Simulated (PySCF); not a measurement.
FH5N2OSn, SMILES [NH2][Sn]([NH2])([OH])[F].

Geometry optimised at B3LYP-D3(BJ)/def2-SVP. The structure was generated by enumeration; whether it is a known compound was not checked. The def2 effective core potentials stand for the cores of Sn; spin–orbit coupling is left out. The values are those of a single conformer.

The numbers are results of PySCF with PBE/def2-TZVP, not measurements.

The molecule is in vacuum.

```yaml
total_energy: -501.77716 hartree
highest_occupied_level: -6.61 eV
lowest_empty_level: -2.37 eV
orbital_gap: 4.24 eV
dipole_moment: 2.04 D
quadrupole, principal values (traceless, Buckingham form, about the centre of nuclear charge): -10.60, 2.71, 7.89 D·Å
mean_static_polarisability: 58.2 bohr³ (8.63 Å³)
polarisability_principal_values: 51.6, 57.7, 65.3 bohr³
```
